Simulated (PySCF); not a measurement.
`c1ccc(OC)cp1`, C₆H₇OP

Geometry:
```json
{"atom": "C1", "x (Å)": "-2.611", "y (Å)": "-0.231", "z (Å)": "0.100"}
{"atom": "O2", "x (Å)": "-1.440", "y (Å)": "-0.724", "z (Å)": "-0.501"}
{"atom": "C3", "x (Å)": "-0.235", "y (Å)": "-0.190", "z (Å)": "-0.152"}
{"atom": "C4", "x (Å)": "0.852", "y (Å)": "-0.769", "z (Å)": "-0.815"}
{"atom": "C5", "x (Å)": "2.157", "y (Å)": "-0.376", "z (Å)": "-0.609"}
{"atom": "C6", "x (Å)": "2.529", "y (Å)": "0.624", "z (Å)": "0.271"}
{"atom": "P7", "x (Å)": "1.430", "y (Å)": "1.534", "z (Å)": "1.245"}
{"atom": "C8", "x (Å)": "-0.081", "y (Å)": "0.828", "z (Å)": "0.772"}
{"atom": "H9", "x (Å)": "-2.762", "y (Å)": "0.831", "z (Å)": "-0.121"}
{"atom": "H10", "x (Å)": "-3.427", "y (Å)": "-0.808", "z (Å)": "-0.334"}
{"atom": "H11", "x (Å)": "-2.602", "y (Å)": "-0.378", "z (Å)": "1.185"}
{"atom": "H12", "x (Å)": "0.629", "y (Å)": "-1.558", "z (Å)": "-1.517"}
{"atom": "H13", "x (Å)": "2.933", "y (Å)": "-0.881", "z (Å)": "-1.170"}
{"atom": "H14", "x (Å)": "3.580", "y (Å)": "0.865", "z (Å)": "0.367"}
{"atom": "H15", "x (Å)": "-0.955", "y (Å)": "1.241", "z (Å)": "1.256"}
```

Level of theory: GIAO wB97X-D/pcSseg-1 magnetisability, rotational g tensor and spin-rotation constants, non-relativistic, gas phase (PySCF 2.14.0). Geometry: GFN2-xTB.

**Question.** Give the nuclear spin-rotation constants along the inertial axes (H = +C I·J) beside the isotropic shieldings.

**Answer.** Rotational constants 3.5162, 1.3145, 0.9627 GHz. A star marks the isotopologue with that one atom substituted, in its own axes.
| atom | isotope | Caa (kHz) | Cbb (kHz) | Ccc (kHz) | mean (kHz) | σ (ppm) |
| --- | --- | --- | --- | --- | --- | --- |
| P7 | 31P | 10.126 | 3.390 | 1.093 | 4.870 | 70.2 |
| H9 | 1H | -0.320 | -0.085 | -0.003 | -0.136 | 28.0 |
| H10 | 1H | 0.150 | -0.122 | -0.096 | -0.022 | 27.5 |
| H11 | 1H | -0.319 | -0.085 | -0.003 | -0.136 | 28.0 |
| H12 | 1H | -0.167 | 0.073 | -0.097 | -0.064 | 24.4 |
| H13 | 1H | -0.225 | 0.101 | -0.088 | -0.071 | 23.7 |
| H14 | 1H | 0.480 | -0.129 | -0.102 | 0.083 | 23.0 |
| H15 | 1H | -0.106 | 0.078 | -0.109 | -0.046 | 23.8 |
| C1 | 13C* | 0.705 | 0.230 | 0.204 | 0.380 | 131.3 |
| O2 | 17O* | -0.489 | -0.269 | -0.079 | -0.279 | 222.4 |
| C3 | 13C* | 1.879 | 0.516 | 0.184 | 0.860 | 16.7 |
| C4 | 13C* | 1.304 | 0.564 | 0.120 | 0.662 | 59.2 |
| C5 | 13C* | 1.361 | 0.645 | 0.106 | 0.704 | 44.6 |
| C6 | 13C* | 2.191 | 0.465 | 0.090 | 0.915 | 27.6 |
| C8 | 13C* | 1.313 | 0.680 | 0.083 | 0.692 | 48.5 |

For the geometry as given, no vibrational averaging.

**Question.** How do the rotational constants and the g tensor change when H9, H10, H11, H12, H13, H14, H15 are replaced by deuterium?

**Answer.** Constants 3.0790, 1.1672, 0.8556 GHz; g -0.0579, -0.0192, 0.0143, against -0.0652, -0.0218, 0.0162 before.
